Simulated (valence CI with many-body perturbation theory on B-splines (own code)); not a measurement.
Pd¹⁵⁺: calculated level list

Method: configuration interaction combined with many-body perturbation theory (CI+MBPT): three valence electrons over a frozen Dirac-Fock core [Ar] 3d10, a basis of 9 s, 9 p, 8 d, 6 f, 3 g, 1 h functions for each j, with the one-electron correlation potential Σ1, the two-electron term Σ2, the three-electron term Σ3, Breit, model QED; selected CI, second order for the rest, scaled by the run's own slope (own B-spline code, finite nucleus).

No measured spectrum was set against this ion. As an estimate, levels hold to about 250 cm⁻¹ or 0.2 % of their energy and the worst to 1 %, as in measured heavy ions of charge 2 to 7; those with d or f electrons hold less well.

Levels 1 to 32 of 32, with energies above the lowest level, 4s²4p ²P°_1/2. "Leading %" is the weight of the configuration and term that name the level; weights of strongly mixed levels are sums over their largest components and can fall short, so below about 35 % the name and the second component can differ from the true leading terms, or belong to a minority configuration.

| No. | Configuration | Term | J | E (eV) | Leading % | Second component | g |
| --- | --- | --- | --- | --- | --- | --- | --- |
| 1 | 4s²4p | ²P° | 1/2 | 0.00 | 98 |  | 0.665 |
| 2 | 4s²4p | ²P° | 3/2 | 6.52 | 98 |  | 1.333 |
| 3 | 4s4p² | ⁴P | 1/2 | 32.45 | 91 | 8 % 4s4p² ²S | 2.592 |
| 4 | 4s4p² | ⁴P | 3/2 | 35.99 | 98 |  | 1.719 |
| 5 | 4s4p² | ⁴P | 5/2 | 38.46 | 81 | 18 % 4s4p² ²D | 1.524 |
| 6 | 4s4p² | ²D | 3/2 | 44.02 | 87 | 6 % 4s4p² ²P | 0.843 |
| 7 | 4s4p² | ²D | 5/2 | 46.21 | 76 | 19 % 4s4p² ⁴P | 1.275 |
| 8 | 4s4p² | ²P | 1/2 | 48.40 | 61 | 31 % 4s4p² ²S | 1.220 |
| 9 | 4s4p² | ²S | 1/2 | 54.86 | 60 | 36 % 4s4p² ²P | 1.523 |
| 10 | 4s4p² | ²P | 3/2 | 55.81 | 91 | 5 % 4s4p² ²D | 1.303 |
| 11 | 4s²4d | ²D | 3/2 | 69.94 | 92 | 5 % 4s4p² ²D | 0.800 |
| 12 | 4s²4d | ²D | 5/2 | 71.02 | 93 | 5 % 4s4p² ²D | 1.200 |
| 13 | 4p³ | ⁴S° | 3/2 | 80.59 | 37 | 29 % 4p³ ²D° | 1.397 |
| 14 | 4p³ | ⁴S° | 3/2 | 84.58 | 51 | 41 % 4p³ ²D° | 1.413 |
| 15 | 4p³ | ²D° | 5/2 | 85.08 | 85 | 14 % 4s4p4d ²D° | 1.199 |
| 16 | 4p³ | ²P° | 1/2 | 90.47 | 91 | 8 % 4s4p4d ²P° | 0.665 |
| 17 | 4p³ | ²P° | 3/2 | 94.25 | 60 | 12 % 4p³ ²D° | 1.295 |
| 18 | 4s4p4d | ⁴F° | 3/2 | 95.63 | 91 |  | 0.453 |
| 19 | 4s4p4d | ⁴F° | 5/2 | 96.89 | 91 |  | 1.042 |
| 20 | 4s4p4d | ⁴F° | 7/2 | 99.00 | 90 | 7 % 4s4p4d ⁴D° | 1.248 |
| 21 | 4s4p4d | ⁴P° | 5/2 | 101.17 | 58 | 21 % 4s4p4d ⁴D° | 1.469 |
| 22 | 4s4p4d | ⁴D° | 3/2 | 101.89 | 53 | 37 % 4s4p4d ⁴P° | 1.376 |
| 23 | 4s4p4d | ⁴D° | 1/2 | 102.28 | 83 | 12 % 4s4p4d ⁴P° | 0.343 |
| 24 | 4s4p4d | ⁴F° | 9/2 | 102.55 | 100 |  | 1.333 |
| 25 | 4s4p4d | ²D° | 5/2 | 105.54 | 34 | 33 % 4s4p4d ²F° | 1.117 |
| 26 | 4s4p4d | ²D° | 3/2 | 105.76 | 62 | 16 % 4s4p4d ⁴D° | 0.903 |
| 27 | 4s4p4d | ⁴P° | 1/2 | 106.13 | 87 | 12 % 4s4p4d ⁴D° | 2.341 |
| 28 | 4s4p4d | ⁴D° | 7/2 | 106.40 | 89 | 8 % 4s4p4d ⁴F° | 1.405 |
| 29 | 4s4p4d | ⁴P° | 3/2 | 106.52 | 57 | 27 % 4s4p4d ⁴D° | 1.451 |
| 30 | 4s4p4d | ⁴D° | 5/2 | 106.65 | 50 | 26 % 4s4p4d ⁴P° | 1.318 |
| 31 | 4s4p4d | ²D° | 5/2 | 108.60 | 42 | 28 % 4s4p4d ²F° | 1.111 |
| 32 | 4s4p4d | ²F° | 7/2 | 112.53 | 98 |  | 1.143 |

Names give the largest LS component (configuration and term), which can be under half, so a name can repeat, a term be missing and a line seem to break the LS rules; names also repeat where a configuration has a term twice.

The ionisation energy to 4s² ¹S0 of the next ion comes out as 369.91 eV (NIST: 369.1 ± 0.15 eV (semi-empirical)). All 32 levels together are meant to be complete up to 112.94 eV.
